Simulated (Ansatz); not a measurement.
Ansatz (an electronic-structure program) input (B3LYP/6-31G* with LANL2DZ past Ar): The .json file joins the Basis Set Exchange's 6-31G* for atoms up to Ar and LANL2DZ past it.

Ansatz 0.2 input:
```yaml
crystal:
  periodic: [false, false, false]
  atoms:
    - {symbol: Sn, position_ang: [-0.00000000, -0.00000000, -0.28788838]}
    - {symbol: F, position_ang: [0.00000000, 0.00000000, 1.59937991]}
basis:
  gaussian:
    orbitals: 6-31Gs+LANL2DZ.json
hamiltonian:
  xc: {name: B3LYP}
magnetization: {spin_polarized: true, initial_magnetization: 1}
```

Output:

```
WARN ansatz: RAYON_NUM_THREADS=1 ignored (pool sized by the plan → 1); use --threads N
Functional definition: B3LYP
integrals: 0.01 GiB planned
247 factors; integrals over basis functions are off by at most 2.6e-4 eV
mean field: 0.07 GiB planned
mean field evaluation 1: about -2806.1452 eV, gradient 2.7e1 eV
mean field evaluation 2: about -2769.9161 eV, gradient 1.0e2 eV
mean field evaluation 4: about -2808.6605 eV, gradient 1.3e0 eV
mean field evaluation 8: about -2808.6654 eV, gradient 9.7e-3 eV
mean field evaluation 16: about -2808.6680 eV, gradient 2.2e-2 eV
mean field -2808.66537905 eV, -103.2165488984 hartree, gradient 2.4e-5 eV, S^2 0.750854; 1 other end points of the search recorded, 0 dependent functions left out
reference -2808.66555079 eV, -103.2165552098 hartree; 7, 6 occupied and 16, 17 virtual orbitals, 247 factors
Total energy: -2808.66555079 eV, -103.2165552098 hartree
```
